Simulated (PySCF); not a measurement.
CdClH3Si, SMILES [SiH3][Cd][Cl]. Geometry optimised at B3LYP-D3(BJ)/def2-TZVP. The def2 effective core potentials stand for the cores of Cd; spin–orbit coupling is left out.

Computed equilibrium geometry at B3LYP-D3(BJ)/def2-TZVP (PySCF confirms it by a frequency run) as bond lengths and angles, and its point group:
point group C3v.
Atoms: Cd1 Cl2 Si3 H4 H5 H6. Bonded distances (Å): Cd1–Cl2 2.328, Cd1–Si3 2.496, Si3–H4 1.482, Si3–H5 1.482, Si3–H6 1.482. Angles (°): Cl2–Cd1–Si3 180.0, Cd1–Si3–H4 110.2, Cd1–Si3–H5 110.2, Cd1–Si3–H6 110.2, H4–Si3–H5 108.8, H4–Si3–H6 108.8, H5–Si3–H6 108.8.
Charge 0, spin multiplicity 1.
